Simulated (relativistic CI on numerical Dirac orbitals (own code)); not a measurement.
Calculated at this level of theory: Dirac-Coulomb-Breit CI, separate exchange-only KLI orbitals for each configuration, model QED (radiative potential, 1s self-energy scaled to tabulated hydrogen-like ionisation energies), unscaled Slater integrals (own radial code, finite nucleus).

Configuration list (outside the closed core [Ne]): 3s²3p⁶, 3s²3p⁵3d, 3s3p⁶3d, 3s²3p⁵4s, 3s²3p⁵4p, 3s²3p⁵4d, 3p⁶3d4p, 3s3p⁶4s, 3s²3p⁵4f, 3s3p⁶4p, 3s3p⁶4d, 3s3p⁶4f, 3s²3p⁵5s, 3s²3p⁵5p, 3s²3p⁵5d, 3s²3p⁵5f, 3s²3p⁵5g, 3s3p⁶5s, 3s3p⁶5p, 3s3p⁶5d, 3s3p⁶5f, 3p⁶3d², 3p⁵3d³, 3p⁵3d²4s, 3p⁵3d²4p, 3p⁵3d²4d, 3p⁶3d4s, 3p⁵3d4s², 3p⁵3d4s4p, 3p⁵3d4s4d, 3p⁶4s², 3p⁵4s²4p, 3p⁵4s²4d. Double excitations out of closed p, d and f shells are left out; levels of such configurations are missing from the list, as are those of other unlisted configurations, and high levels can miss mixing partners. These lack a partner that the ground configuration has and come out too high: 3s²3p⁵4f, 3s²3p⁵5s, 3s²3p⁵5p, 3s²3p⁵5d, 3s²3p⁵5f.

At this charge energies of transitions that change n are usually good to better than 1 %, and those within a shell (Δn = 0) to a few per cent.

Outline of the computed level scheme of Eu XLVI. Lowest level of each configuration: 3s²3p⁶ ¹S0 at 0.00 eV; 3s²3p⁵3d ³P°0 at 192.03 eV; 3s3p⁶3d ³D1 at 533.70 eV; 3p⁶3d² ³F2 at 1081.41 eV; 3p⁵3d³ ⁵F°2 at 1273.55 eV.

Some strong electric-dipole decays among the lowest 45 levels: 3s²3p⁵3d ¹P°1 → 3s²3p⁶ ¹S0 (1.9e+12 s⁻¹); 3s3p⁶3d ³D2 → 3s²3p⁵3d ³F°3 (9.3e+11 s⁻¹); 3s3p⁶3d ³D3 → 3s²3p⁵3d ³F°4 (8.8e+11 s⁻¹); 3s3p⁶3d ³D1 → 3s²3p⁵3d ³D°2 (5.4e+11 s⁻¹); 3s3p⁶3d ³D1 → 3s²3p⁵3d ³P°1 (5.1e+11 s⁻¹); 3s²3p⁵3d ¹P°1 → 3s²3p⁶ ¹S0 (4.7e+11 s⁻¹); 3s3p⁶3d ³D2 → 3s²3p⁵3d ³D°2 (3.1e+11 s⁻¹); 3s3p⁶3d ³D1 → 3s²3p⁵3d ³P°0 (2.4e+11 s⁻¹).

LS names give the leading component of a level, which can be under half, so a name can repeat, a term be missing and a line seem to break the LS rules.
